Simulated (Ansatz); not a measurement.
Born–Oppenheimer molecular dynamics of FGeH3O (6 atoms, charge 0, multiplicity 1). It starts at the highest image of a converged band, a first-order saddle point between two minima.

These are results of RKS PBE-D4/def2-SVP in Ansatz, not measurements.

```yaml
ensemble: NVE (velocity Verlet)
time_step: 0.5 fs
steps_asked: 200
starting_velocities_drawn_for: 300 K
seed: 4750
```

Frames 1 fs apart, positions in Å, forces in eV/Å.

Velocities at 5.0 fs (Å/ps):

```
Ge -0.44 0.21 1.01
F 0.77 -1.99 -0.61
H 1.08 13.76 -13.22
O 0.76 0.23 -2.44
H -18.57 21.55 -7.01
H 22.58 -17.08 -2.57
```

```xyz
6
Properties=species:S:1:pos:R:3:forces:R:3 time_fs=5.0 energy_less_start_eV=0.034 T=234
Ge 0.230 -0.058 -0.392 0.19 0.14 0.36
F 0.873 0.003 1.550 -0.21 -0.01 -0.03
H 1.623 0.179 0.411 -0.06 -0.02 -0.31
O -0.782 1.404 -0.633 -0.65 -0.05 0.01
H -1.772 1.337 -0.595 0.83 -0.21 0.02
H -0.652 -1.368 -0.398 -0.10 0.15 -0.05
6
Properties=species:S:1:pos:R:3:forces:R:3 time_fs=6.0 energy_less_start_eV=0.054 T=196
Ge 0.229 -0.058 -0.391 0.20 0.14 0.46
F 0.874 0.001 1.549 -0.28 -0.02 -0.05
H 1.624 0.193 0.396 -0.03 -0.01 -0.39
O -0.781 1.405 -0.635 -1.15 -0.05 0.01
H -1.786 1.357 -0.602 1.36 -0.25 0.02
H -0.630 -1.384 -0.400 -0.10 0.18 -0.06
6
Properties=species:S:1:pos:R:3:forces:R:3 time_fs=7.0 energy_less_start_eV=0.057 T=190
Ge 0.229 -0.057 -0.390 0.21 0.15 0.58
F 0.875 -0.001 1.548 -0.35 -0.03 -0.07
H 1.624 0.207 0.378 0.01 -0.01 -0.47
O -0.781 1.405 -0.638 -1.13 -0.04 0.00
H -1.787 1.375 -0.609 1.37 -0.30 0.03
H -0.609 -1.399 -0.404 -0.10 0.22 -0.07
6
Properties=species:S:1:pos:R:3:forces:R:3 time_fs=8.0 energy_less_start_eV=0.041 T=222
Ge 0.228 -0.057 -0.388 0.22 0.18 0.73
F 0.875 -0.003 1.548 -0.45 -0.04 -0.11
H 1.625 0.220 0.354 0.06 0.00 -0.56
O -0.782 1.405 -0.640 -0.58 -0.04 -0.01
H -1.775 1.390 -0.616 0.85 -0.35 0.05
H -0.589 -1.411 -0.408 -0.11 0.25 -0.09
6
Properties=species:S:1:pos:R:3:forces:R:3 time_fs=9.0 energy_less_start_eV=0.023 T=255
Ge 0.228 -0.057 -0.387 0.24 0.23 0.91
F 0.875 -0.005 1.547 -0.55 -0.06 -0.17
H 1.626 0.234 0.326 0.12 0.01 -0.67
O -0.783 1.405 -0.643 0.41 -0.08 -0.04
H -1.756 1.402 -0.622 -0.11 -0.38 0.07
H -0.570 -1.422 -0.413 -0.11 0.27 -0.11
6
Properties=species:S:1:pos:R:3:forces:R:3 time_fs=10.0 energy_less_start_eV=0.015 T=273
Ge 0.228 -0.057 -0.386 0.26 0.30 1.13
F 0.875 -0.007 1.546 -0.67 -0.08 -0.25
H 1.629 0.247 0.291 0.19 0.03 -0.78
O -0.784 1.405 -0.645 1.47 -0.13 -0.06
H -1.737 1.411 -0.627 -1.13 -0.38 0.09
H -0.552 -1.429 -0.419 -0.11 0.27 -0.13
6
Properties=species:S:1:pos:R:3:forces:R:3 time_fs=11.0 energy_less_start_eV=-0.010 T=321
Ge 0.228 -0.056 -0.384 0.29 0.36 1.40
F 0.875 -0.009 1.545 -0.80 -0.11 -0.36
H 1.633 0.261 0.249 0.26 0.04 -0.90
O -0.784 1.405 -0.648 1.96 -0.17 -0.07
H -1.729 1.415 -0.631 -1.60 -0.38 0.09
H -0.535 -1.434 -0.426 -0.11 0.26 -0.16
6
Properties=species:S:1:pos:R:3:forces:R:3 time_fs=12.0 energy_less_start_eV=-0.076 T=448
Ge 0.227 -0.056 -0.383 0.34 0.41 1.72
F 0.874 -0.011 1.544 -0.93 -0.14 -0.51
H 1.640 0.276 0.198 0.31 0.06 -1.03
O -0.783 1.405 -0.650 1.52 -0.17 -0.08
H -1.736 1.417 -0.635 -1.14 -0.39 0.08
H -0.519 -1.437 -0.435 -0.11 0.23 -0.19
6
Properties=species:S:1:pos:R:3:forces:R:3 time_fs=13.0 energy_less_start_eV=-0.167 T=624
Ge 0.227 -0.055 -0.381 0.43 0.47 2.09
F 0.872 -0.013 1.543 -1.07 -0.17 -0.70
H 1.649 0.291 0.138 0.35 0.07 -1.16
O -0.781 1.405 -0.653 0.51 -0.14 -0.09
H -1.753 1.414 -0.638 -0.11 -0.41 0.07
H -0.504 -1.437 -0.445 -0.11 0.18 -0.22
6
Properties=species:S:1:pos:R:3:forces:R:3 time_fs=14.0 energy_less_start_eV=-0.268 T=819
Ge 0.227 -0.055 -0.378 0.57 0.54 2.51
F 0.871 -0.016 1.541 -1.21 -0.20 -0.92
H 1.663 0.306 0.066 0.34 0.06 -1.29
O -0.779 1.405 -0.655 -0.44 -0.12 -0.10
H -1.771 1.407 -0.640 0.85 -0.41 0.05
H -0.490 -1.436 -0.458 -0.10 0.13 -0.25
6
Properties=species:S:1:pos:R:3:forces:R:3 time_fs=15.0 energy_less_start_eV=-0.394 T=1065
Ge 0.227 -0.054 -0.376 0.77 0.63 2.94
F 0.868 -0.018 1.539 -1.34 -0.23 -1.18
H 1.679 0.322 -0.018 0.27 0.04 -1.40
O -0.777 1.404 -0.658 -0.96 -0.13 -0.11
H -1.782 1.397 -0.642 1.37 -0.39 0.04
H -0.478 -1.433 -0.473 -0.10 0.07 -0.28
6
Properties=species:S:1:pos:R:3:forces:R:3 time_fs=16.0 energy_less_start_eV=-0.569 T=1402
Ge 0.227 -0.053 -0.373 1.05 0.75 3.34
F 0.865 -0.021 1.536 -1.46 -0.25 -1.47
H 1.698 0.339 -0.116 0.11 -0.01 -1.47
O -0.775 1.404 -0.661 -0.95 -0.16 -0.13
H -1.780 1.383 -0.643 1.35 -0.35 0.04
H -0.466 -1.430 -0.491 -0.10 0.01 -0.31
```

Of the whole run (100 fs, mean temperature of the second half 2303 K): The conserved energy stayed within 0.26 meV per atom of its start (net change -0.06 meV per atom), so the integration is sound. The kinetic energy rose, since the run started high on the potential surface and went downhill. A run of 0.1 ps of so small a system gives no equilibrium averages. The orbitals stay closed-shell, which can raise the energy where a bond breaks towards radicals; this wasn't checked here.

Run time: 4.7 min on 1 thread of Arm Neoverse V2, on a shared host, peak memory 0.13 GiB.
